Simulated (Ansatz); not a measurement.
Geometry optimisation, RKS BLYP-D4/def2-SVP (Ansatz 0.2.0).

Input file:

```yaml
crystal:
  periodic: [false, false, false]
  atoms:
    - { symbol: Al, position_ang: [0.113872, 0.456692, -0.095766] }
    - { symbol: H, position_ang: [-0.127362, 0.126008, 1.417543] }
    - { symbol: Cl, position_ang: [1.955985, 1.228406, -0.768754] }
    - { symbol: Cl, position_ang: [-1.498704, 0.264061, -1.447289] }
    - { symbol: O, position_ang: [0.353165, -2.391769, 0.685988] }
    - { symbol: Si, position_ang: [-0.78699, -3.525347, 0.125321] }
    - { symbol: H, position_ang: [-0.060549, -4.818669, -0.060552] }
    - { symbol: H, position_ang: [-1.891757, -3.691135, 1.129407] }
    - { symbol: H, position_ang: [-1.367732, -3.086453, -1.184025] }
    - { symbol: H, position_ang: [0.03837, -1.733093, 1.359629] }
basis:
  gaussian: { orbitals: def2-SVP }
hamiltonian:
  xc: blyp
  dispersion: d4
relax:
  f_tol: 0.03
  max_steps: 50
```

Launched with:

```bash
$ ansatz run input.yaml --threads 4 --pin off --max-ram 5120MiB --backend cpu --events-out ev --progress --plain --runs-dir out
```

**Question.** Where does it end, and by what steps?

**Answer.** The run converged. The force dipped under the threshold on the way, but the program's further checks kept it going. After 33 steps the energy has fallen by 0.978 eV; H10 moved furthest, 1.58 Å. Joined: Al1–O5 (2.96 → 1.97 Å).

```json
{"step": "0", "energy less start (eV)": "0.0000", "largest force component (eV/Å)": "0.795", "accepted": "yes"}
{"step": "2", "energy less start (eV)": "-0.4514", "largest force component (eV/Å)": "1.552", "accepted": "yes"}
{"step": "4", "energy less start (eV)": "-0.7482", "largest force component (eV/Å)": "0.946", "accepted": "yes"}
{"step": "6", "energy less start (eV)": "-0.8306", "largest force component (eV/Å)": "0.245", "accepted": "yes"}
{"step": "8", "energy less start (eV)": "-0.8760", "largest force component (eV/Å)": "0.570", "accepted": "yes"}
{"step": "10", "energy less start (eV)": "-0.9239", "largest force component (eV/Å)": "0.259", "accepted": "yes"}
{"step": "12", "energy less start (eV)": "-0.9374", "largest force component (eV/Å)": "0.126", "accepted": "yes"}
{"step": "14", "energy less start (eV)": "-0.9405", "largest force component (eV/Å)": "0.258", "accepted": "yes"}
{"step": "16", "energy less start (eV)": "-0.9436", "largest force component (eV/Å)": "0.059", "accepted": "yes"}
{"step": "18", "energy less start (eV)": "-0.9425", "largest force component (eV/Å)": "0.209", "accepted": "no"}
{"step": "20", "energy less start (eV)": "-0.9452", "largest force component (eV/Å)": "0.140", "accepted": "yes"}
{"step": "22", "energy less start (eV)": "-0.9464", "largest force component (eV/Å)": "0.058", "accepted": "yes"}
{"step": "24", "energy less start (eV)": "-0.9495", "largest force component (eV/Å)": "0.273", "accepted": "yes"}
{"step": "26", "energy less start (eV)": "-0.9541", "largest force component (eV/Å)": "0.355", "accepted": "yes"}
{"step": "28", "energy less start (eV)": "-0.9689", "largest force component (eV/Å)": "0.396", "accepted": "yes"}
{"step": "30", "energy less start (eV)": "-0.9757", "largest force component (eV/Å)": "0.275", "accepted": "yes"}
{"step": "32", "energy less start (eV)": "-0.9781", "largest force component (eV/Å)": "0.027", "accepted": "yes"}
{"step": "33", "energy less start (eV)": "-0.9784", "largest force component (eV/Å)": "0.025", "accepted": "yes"}
```

```xyz
10
Properties=species:S:1:pos:R:3
Al -0.171 0.004 0.307
H -0.570 0.568 1.726
Cl 1.809 0.448 -0.451
Cl -1.729 -0.153 -1.179
O 0.216 -1.923 0.498
Si -0.822 -3.271 0.052
H -0.164 -4.467 0.663
H -2.130 -2.965 0.686
H -0.883 -3.399 -1.432
H 1.175 -2.013 0.291
```

Time of the run: 51 s on 4 threads of Arm Neoverse V2, on a shared host, peak memory 0.17 GiB.
